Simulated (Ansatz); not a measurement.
Reaction (hydrogenolysis of the Si–Cl bond): `Cl[Si]Br` + H₂ → `[SiH]Br` + HCl

Gas-phase electronic energies from Ansatz, PBE0-D4/def2-TZVP geometries. CCSD(T)/CBS is the MP2 limit (def2-TZVPP, def2-QZVPP) plus CCSD(T) − MP2 in def2-TZVPP, frozen cores. This one scheme is used for every species. Functionals use def2-TZVPP. For Br outer-core shells are correlated without core-valence functions, which leaves a few kJ/mol of doubt a bond. Scalar relativity is left out up to krypton.

Task: Is it downhill or uphill in electronic energy at CCSD(T)/CBS, and by how much? (Estimate.)

Result: Ansatz gave: Uphill: ΔE = +124.1 kJ/mol.

Task: What do these levels give: BLYP-D4, BHLYP-D4, PBE-QIDH, PBE, revPBE, r2SCAN0, RPA@PBE/def2-TZVPP, MP2/def2-SVP, CCSD(T)/def2-SVP, MP2/def2-TZVPP, SCS-MP2/def2-TZVPP, SCS-MP2/def2-QZVPP? (Best estimate.)

Result: Ansatz gave: BLYP-D4 135.0, BHLYP-D4 122.3, PBE-QIDH 123.5, PBE 129.5, revPBE 127.3, r2SCAN0 128.0, RPA@PBE/def2-TZVPP 109.3, MP2/def2-SVP 115.0, CCSD(T)/def2-SVP 104.5, MP2/def2-TZVPP 130.1, SCS-MP2/def2-TZVPP 121.3, SCS-MP2/def2-QZVPP 125.4 kJ/mol.

Largest T1 diagnostic among the species: 0.011.

From PBE to PBE0 (25 % exact exchange), in def2-TZVPP and without D4, ΔE moves by −6.5 kJ/mol. At CCSD(T), def2-SVP lies −19.5 kJ/mol from the extrapolated value and def2-TZVPP −7.6 kJ/mol. The D4 term adds +7.3 kJ/mol with B3LYP and +3.7 kJ/mol with PBE0; it sums over pairs of atoms, weighted by their polarisabilities, and B3LYP, whose exchange is more repulsive, gets the larger term.

B3LYP here is the variant with VWN-RPA as its local correlation; programs differ in this.
